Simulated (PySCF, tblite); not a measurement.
Isomers of C5H14N2Si. Computed values, GFN2-xTB/tblite, gas phase, harmonic and unscaled. The method is semi-empirical: single wavenumbers can be off by several per cent or more. Modes of hydrogen on silicon can be 10 to 20 % off. One conformer each.

Electronic energies: PBE0/pcSseg-1 single points on the GFN2-xTB geometries (PySCF, gas phase).

| SMILES | electronic energy, lowest = 0 (kcal/mol) |
| --- | --- |
| C/C=N\N([SiH3])CCC | 51.6 |
| C=C([SiH2]N)N(C)CC | 28.5 |
| CC[C@@]1(C)CN[SiH2]N1 | 0.0 |
| NC[C@@H]1CCN([SiH3])C1 | 25.3 |

How do GFN2-xTB zero-point energies change the relative energies?

| SMILES | ZPE (kcal/mol) | of it from modes above 1550 cm⁻¹ | electronic (kcal/mol) | with ZPE, lowest = 0 (kcal/mol) | lowest mode (cm⁻¹) | rings |
| --- | --- | --- | --- | --- | --- | --- |
| CC[C@@]1(C)CN[SiH2]N1 | 117.4 | 59.1 | 0.0 | 0.0 | 83 | 1 |
| NC[C@@H]1CCN([SiH3])C1 | 116.1 | 59.2 | 25.3 | 24.0 | 15 | 1 |
| C=C([SiH2]N)N(C)CC | 114.6 | 61.6 | 28.5 | 25.7 | 37 | 0 |
| C/C=N\N([SiH3])CCC | 114.0 | 59.4 | 51.6 | 48.3 | 31 | 0 |

The zero-point energies span 3.4 kcal/mol, from `C/C=N\N([SiH3])CCC` to `CC[C@@]1(C)CN[SiH2]N1`. The order is unchanged.

And how do the electronic energies of GFN2-xTB itself compare?

`CC[C@@]1(C)CN[SiH2]N1` 0.0; `NC[C@@H]1CCN([SiH3])C1` 20.3; `C=C([SiH2]N)N(C)CC` 46.5; `C/C=N\N([SiH3])CCC` 38.8 kcal/mol, lowest = 0. Against the energies above, taken from the same isomer `CC[C@@]1(C)CN[SiH2]N1`, the largest difference is 18.0 kcal/mol.

What do entropy and thermal enthalpy add at 298.15 K and 1 bar (rigid rotor, harmonic oscillator, one conformer each)?

```json
{"SMILES": "CC[C@@]1(C)CN[SiH2]N1", "point group": "C1", "symmetry number": "1", "S (cal/(mol K))": "95.4", "H − H(0) (kcal/mol)": "6.91", "ZPE + H − H(0) − TS (kcal/mol)": "95.9"}
{"SMILES": "C=C([SiH2]N)N(C)CC", "point group": "C1", "symmetry number": "1", "S (cal/(mol K))": "105.4", "H − H(0) (kcal/mol)": "7.97", "ZPE + H − H(0) − TS (kcal/mol)": "91.2"}
{"SMILES": "C/C=N\\N([SiH3])CCC", "point group": "C1", "symmetry number": "1", "S (cal/(mol K))": "104.6", "H − H(0) (kcal/mol)": "7.70", "ZPE + H − H(0) − TS (kcal/mol)": "90.5"}
```

Not tabulated: `NC[C@@H]1CCN([SiH3])C1` (lowest mode only 15 cm⁻¹).
